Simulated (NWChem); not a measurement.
MoF$_{5}$ cation; SMILES [F][Mo+]([F])([F])([F])[F]

Computed with NWChem. Structure relaxed at the PBE0/def2-SVP level. This spin state was assumed; another may lie lower. def2 effective core potentials on Mo; no spin-orbit coupling. Field at 589 nm.

Task: Estimate the computed values for B3LYP/def2-SVP (core potentials). Quantities: isotropic polarisability (bohr³); anisotropy (bohr³).

Result: 
```json
{
  "isotropic polarisability (bohr³)": "34.4",
  "anisotropy (bohr³)": "7.3"
}
```
